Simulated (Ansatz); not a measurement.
Molecule: sum formula SiHCl₃ (charge 0, singlet). 
Coordinates optimised at B3LYP-D3(BJ)/def2-TZVP (Ansatz, an electronic-structure program):
```xyz
5

Si     0.0220     0.0063     0.5014
Cl     1.7038    -0.8807    -0.2402
Cl    -1.6228    -1.0461    -0.0923
Cl    -0.1042     1.9202    -0.1959
H      0.0861     0.0245     1.9632
```

Parts of the frozen-core correlation energy in cc-pV(5+d)Z (Ansatz, hartree). Frozen orbitals: 20; correlated occupied orbitals by spin: 13 and 13; virtual: 422 and 422. Spin-orbit coupling is left out. No relativistic terms.

```
term                             value
-------------------------  -----------
reference (HF)             -1668.27473
MP2 opposite-spin             -0.59734
MP2 same-spin                      [?]
CCSD correlation                   [?]
(T)                                [?]
T1 diagnostic                    0.009
largest doubles amplitude        0.016
```

Problem. Fill in the missing entries.

Solution. 
- MP2 same-spin, value: -0.18074
- CCSD correlation, value: -0.81836
- (T), value: -0.03994
